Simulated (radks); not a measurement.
Values are calculated unless marked as measured or tabulated.
Spherical quantum dot in the effective-mass picture: electrons in a hard-walled sphere of radius 9.76, all in effective atomic units (hartree* = m*/eps^2 hartree, bohr* = eps/m* bohr), one dielectric constant everywhere. Level of theory: non-relativistic Kohn-Sham, LDA (Slater exchange, Perdew-Wang correlation), spin-polarised, spherical densities (a radial shooting solver with Libxc functionals). Levels are named by radial order and angular momentum (1s, 1p, 1d, 2s, ...), and open shells are averaged over m.

N = 11, configuration 1s2 1p6 1d(up 3, down 0). This is the lowest configuration that the search found. Occupied and some empty levels:

level    occupation  eigenvalue (hartree*)  <r> (bohr*)
1s up             1                 1.3702        6.902
1s down           1                 1.3861        6.870
1p up             3                 1.3941        7.037
1p down           3                 1.4103        7.020
1d up             3                 1.4381        7.186
1d down           0                 1.4547        7.178
1f up             0                 1.5001        7.327
1f down           0                 1.5168        7.324
2s up             0                 1.6046        4.510
2s down           0                 1.6110        4.474
2p up             0                 1.6826        5.213
2p down           0                 1.6912        5.186

Energy (hartree*): total 8.04202, kinetic 1.7518, external 0, Hartree 7.9374, exchange-correlation -1.6472.

Electron density:

r (bohr*)  n(r) (e/bohr*^3)
0.286            0.00008757
0.771             0.0001050
1.26              0.0001421
1.74              0.0002060
2.23              0.0003082
2.71              0.0004657
3.20              0.0007001
3.68               0.001038
4.17               0.001509
4.65               0.002131
5.14               0.002904
5.62               0.003786
6.11               0.004661
6.60               0.005340
7.08               0.005571
7.57               0.005141
8.05               0.004010
8.54               0.002447
9.02              0.0009720
9.51              0.0001140
